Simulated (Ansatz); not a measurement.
`BN(B)C` + `C=C(S)Cl` → `BSC(=C)Cl` + `BNC` at 700 K and 1 bar (ligand exchange at a B–N bond).

Gas-phase electronic energies from Ansatz, PBE0-D4/def2-TZVP geometries. CCSD(T)/CBS adds triple-zeta CCSD(T) − MP2 to the extrapolated MP2 energy (def2 sets, frozen cores). This one scheme is used for every species. Each species was taken in one conformer, which may not be the lowest.

```json
{"species": "`BN(B)C`", "CCSD(T)/CBS energy (Eh)": "-146.59307", "H − E (kJ/mol)": "298.9", "S (J/(mol·K))": "409.8"}
{"species": "`C=C(S)Cl`", "CCSD(T)/CBS energy (Eh)": "-935.43076", "H − E (kJ/mol)": "166.2", "S (J/(mol·K))": "383.9"}
{"species": "`BSC(=C)Cl`", "CCSD(T)/CBS energy (Eh)": "-960.84027", "H − E (kJ/mol)": "216.9", "S (J/(mol·K))": "441.4"}
{"species": "`BNC`", "CCSD(T)/CBS energy (Eh)": "-121.18426", "H − E (kJ/mol)": "253.9", "S (J/(mol·K))": "346.7"}
```

H − E and S are ideal-gas, rigid-rotor, harmonic terms from PBE0-D4/def2-TZVP, for one conformer and one mirror image of each species. 1 Eh = 2625.50 kJ/mol, R = 8.31446 J/(mol·K).

Task: By hand: ΔE, ΔH, ΔS and ΔG.

Result: ΔE = (-960.84027) + (-121.18426) − (-146.59307) − (-935.43076) = -0.00070 Eh = -1.8 kJ/mol. Δ(H − E) = 216.9 + 253.9 − 298.9 − 166.2 = 5.7, so ΔH = 3.9 kJ/mol. ΔS = 441.4 + 346.7 − 409.8 − 383.9 = -5.6 J/(mol·K). ΔG = 3.9 − 700 × (-5.6)/1000 = 7.8 kJ/mol.

Task: By hand: the equilibrium constant, and the temperature at which ΔG would vanish if ΔH and ΔS stayed fixed.

Result: log₁₀ K = −ΔG/(RT ln 10) = -0.6. ΔH and −TΔS have one sign here, so there is no such temperature.

TΔS isn't small against ΔH here. A doubt of 5 kJ/mol in ΔE shifts log₁₀ K by 0.4 here. Other conformers and mirror images would add mixing entropy, several J/(mol·K) or more a flexible species. Modes under 60 cm⁻¹, often nearly free rotors, make the harmonic entropy too high. These are equilibria of isolated gas molecules and say nothing of rates. Largest T1 diagnostic: 0.014 (customary marks: 0.02 for closed shells, 0.045 for open ones).

ΔS is within the doubt of such terms, so its sign, and with it that verdict, could turn.
